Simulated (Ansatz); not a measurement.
Reaction: H3SiO (SMILES O[SiH2], doublet) → H3SiO (SMILES [SiH3][O], doublet)
Each species at its own B3LYP-D3(BJ)/def2-TZVP minimum (Ansatz, a quantum-chemistry and plane-wave program).

Wanted: isomerisation energy (electronic), in kcal/mol. Open shells are spin-unrestricted; no spin-orbit coupling. CBS(X,Y): correlation extrapolated as X^-3, Hartree-Fock from the larger set. A bracket is a step between two methods taken in the basis named. The functionals are non-relativistic, so their misses hold any scalar relativity. Double hybrids freeze cores in their MP2 part. '+ core + X2C': CCSD(T) terms for core correlation (cc-pwCVTZ, 1s frozen past Ne) and scalar relativity (cc-pVTZ-DK).

CCSD(T)/CBS(cc-pV(T+d)Z,cc-pV(Q+d)Z) + [CCSDT(Q) - CCSD(T)]/cc-pV(T+d)Z + core + X2C (Ansatz) gives 28.3 kcal/mol.

**Question.** How far off this value is PBE/def2-TZVPD (Ansatz), in which direction, and which of these levels come nearer: B3LYP/def2-TZVPD, PBE0/def2-TZVPD, B2PLYP/def2-TZVPD, CCSD(T)/CBS(cc-pV(T+d)Z,cc-pV(Q+d)Z) + core + X2C?

**Answer.** PBE gives 28.2 kcal/mol, 0.1 kcal/mol below it. Differences of the others: B3LYP/def2-TZVPD (Ansatz) -3.4; PBE0/def2-TZVPD (Ansatz) -0.8; B2PLYP/def2-TZVPD (Ansatz) -1.0; CCSD(T)/CBS(cc-pV(T+d)Z,cc-pV(Q+d)Z) + core + X2C (Ansatz) 0.3 kcal/mol. Nearer than PBE: none.
